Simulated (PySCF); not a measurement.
Si(H)(SiH3) anion (H₄Si₂), SMILES [SiH][SiH3] (connectivity only; charge and spin as stated), charge -1, multiplicity 2. Atoms are numbered in the order given.

```xyz
6

Si     0.1047    -1.3130     0.0000
H     -1.4404    -1.3631     0.0000
Si    -0.0010     1.0416     0.0000
H     -0.6811     1.7218     1.1714
H     -0.6811     1.7218    -1.1714
H      1.3509     1.7189     0.0000
```
Charge -1, spin multiplicity 2.

Geometry optimised at PBE0-D3(BJ)/def2-TZVPD. The multiplicity is an assumed one; other spin states were not compared. The isomer is the one that the SMILES or the coordinates give; other isomers of the formula were not compared.

Level of theory: PySCF with PBE0/pcH-1.

Unrestricted Kohn–Sham, ⟨S²⟩ = 0.754. Hyperfine tensors hold the contact and dipolar terms, without spin-orbit corrections.

Q: Estimate the hyperfine couplings. (An estimate is asked for; the answer gives what the named calculation found.)

A: 
```json
[
 {"nucleus": "29Si no. 1", "A(iso) (MHz)": "-10.1", "A(iso) (G)": "-3.6", "dipolar principal values (MHz)": "-155.9, 74.7, 81.2"},
 {"nucleus": "1H no. 2", "A(iso) (MHz)": "-34.5", "A(iso) (G)": "-12.3", "dipolar principal values (MHz)": "-10.6, 3.8, 6.8"},
 {"nucleus": "29Si no. 3", "A(iso) (MHz)": "43.7", "A(iso) (G)": "15.6", "dipolar principal values (MHz)": "-1.4, -1.0, 2.5"},
 {"nucleus": "1H no. 4", "A(iso) (MHz)": "45.0", "A(iso) (G)": "16.1", "dipolar principal values (MHz)": "-2.0, -1.0, 3.0"},
 {"nucleus": "1H no. 5", "A(iso) (MHz)": "45.0", "A(iso) (G)": "16.1", "dipolar principal values (MHz)": "-2.0, -1.0, 3.0"},
 {"nucleus": "1H no. 6", "A(iso) (MHz)": "-3.1", "A(iso) (G)": "-1.1", "dipolar principal values (MHz)": "-2.0, -1.1, 3.1"}
]
```

Q: And the g tensor (effective nuclear charges for spin-orbit coupling, GIAO)? (Estimate from the structure and the level; the computed values follow.)

A: principal values 2.0023, 2.0046, 2.0113; isotropic 2.0061.
